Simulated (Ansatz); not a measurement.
Task: Name a neutral molecule of C, Cl, Y and H with size of the dipole moment (PBE/def2-TZVPP) between 3.55 and 3.85 D and HOMO energy (PBE0/def2-TZVPP) between -6.85 and -6.55 eV (Ansatz, PBE0-D4/def2-TZVP geometry).

Result: `[CH3][Y]([CH3])[Cl]` (3.75 D, -6.77 eV). Other molecules can fit too; these were computed, each in one conformer that needn't be the lowest.
